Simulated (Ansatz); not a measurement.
Consider the substitution at a C–C bond: `C/C(F)=C(/C)Cl` + `N[SiH](N)O` → `CO[SiH](N)N` + `C/C(Cl)=C/F`.

Computed with Ansatz on PBE0-D4/def2-TZVP structures; ΔE is electronic, products minus reactants. CBS: MP2 limit from def2 TZ/QZ plus the TZ coupled-cluster correction, frozen cores. This one scheme is used for every species. Double bonds are as drawn, so ΔE can hold a change between cis and trans. Functionals use def2-TZVPP. B3LYP here is the variant with VWN-RPA as its local correlation; programs differ in this. One conformer a species, not always the lowest.

| level | ΔE (eV) |
| --- | --- |
| B3LYP-D4 | 0.77 |
| HF/def2-QZVPP | 0.69 |

Task: What does CCSD(T)/CBS give? (Best estimate.)

Result: Computed: +0.86 eV. The listed levels differ from it by -0.09, -0.17 eV.

Largest T1 diagnostic among the species: 0.011.

In def2-TZVPP, CCSD(T) changes the Hartree–Fock value by +0.13 eV (the triples alone add +0.01 eV) and MP2 by +0.20 eV.
